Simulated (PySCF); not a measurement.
PySCF job for In(H)(OH)2 (H₃InO₂), SMILES [OH][InH][OH], C-PCM-B3LYP/def2-SVP. Geometry optimised at B3LYP-D3(BJ)/def2-TZVP. The def2 effective core potentials stand for the cores of In; spin–orbit coupling is left out. The values are those of a single conformer.

```python
import numpy as np
from pyscf import gto, scf, dft
from pyscf.solvent import pcm

mol = gto.M(
    atom='''
    In   -0.29828888    0.00319473   -0.00000000
    H    -1.99559394   -0.02004932   -0.00000000
    O     0.81822045    1.64892891    0.00000000
    H     1.75700418    1.42979238   -0.00000001
    O     0.97033040   -1.54373774    0.00000000
    H     0.54633806   -2.40781415   -0.00000000
    ''',
    basis='def2-SVP',
    ecp={'In': 'def2-svp'},
    charge=0,
    spin=0,
    max_memory=1600,
    verbose=3,
)
mf = dft.RKS(mol, xc='b3lyp').density_fit(auxbasis='def2-universal-jkfit')
mf.grids.level = 3
mf.conv_tol = 1e-9
mf.max_cycle = 100
mf.kernel()
res = {}
for name, eps in {'water': 78.355, 'cyclohexanone': 15.619, '1-octanol': 9.8629}.items():
    s = mf.PCM()
    s.with_solvent.method, s.with_solvent.eps, s.with_solvent.lebedev_order = 'C-PCM', eps, 29
    s.kernel(mf.make_rdm1())
    res[name] = (s.e_tot, eps, s.dip_moment(), s.mo_energy, s.converged)
    print(f'{name}: electrostatic solvation free energy {(s.e_tot - mf.e_tot) * 627.509474:.3f} kcal/mol')
```

It prints:

```
converged SCF energy = -342.334921029421

WARN: PCM is an experimental feature. It is still in testing.
Features and APIs may be changed in the future.

converged SCF energy = -342.350882468523
Dipole moment(X, Y, Z, Debye): -1.98099, -2.05866, -0.00000
water: electrostatic solvation free energy -10.016 kcal/mol

WARN: PCM is an experimental feature. It is still in testing.
Features and APIs may be changed in the future.

converged SCF energy = -342.349964072024
Dipole moment(X, Y, Z, Debye): -1.95054, -2.03377, -0.00000
cyclohexanone: electrostatic solvation free energy -9.440 kcal/mol

WARN: PCM is an experimental feature. It is still in testing.
Features and APIs may be changed in the future.

converged SCF energy = -342.34930165525
Dipole moment(X, Y, Z, Debye): -1.92885, -2.01599, -0.00000
1-octanol: electrostatic solvation free energy -9.024 kcal/mol
```

The run converged.

Cost: around 16 core-seconds (rough).
